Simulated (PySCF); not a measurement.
Krypton: a sound run and one with changed settings

Sound run: Kr⁺ [Ar] 3d10 4s2 4p5, Kr²⁺ [Ar] 3d10 4s2 4p4. Calculation: PySCF 2.14, in x2c-SVPall (5s4p3d, 32 functions); the spin-free X2C one-electron Hamiltonian (Gaussian nucleus). In the sound run the correlated levels freeze [Ar] 3d10. The sound run starts from symmetry-adapted Hartree-Fock orbitals and uses a fine grid where one is needed.

Changed run: a valence shell is frozen. This setting is unsound on purpose.

```csv
species,method,sound run (hartree),changed run (hartree),converged
Kr⁺,MP2,-2787.30440,-2787.27228,yes
Kr⁺,CCSD(T),-2787.32022,-2787.28249,yes
Kr²⁺,MP2,-2786.42276,-2786.38277,yes
Kr²⁺,CCSD(T),-2786.43989,-2786.39138,yes
```

Ionisation energy of Kr⁺:

```tsv
method	sound run (eV)	changed run (eV)
UHF	23.407	23.407
MP2	23.991	24.205
SCS-MP2	23.967	24.248
CCSD	23.949	24.242
CCSD(T)	23.955	24.248
```

Freezing a valence shell removes pair correlation that changes on ionisation.

For comparison, NIST gives 24.360 eV between the lowest levels.
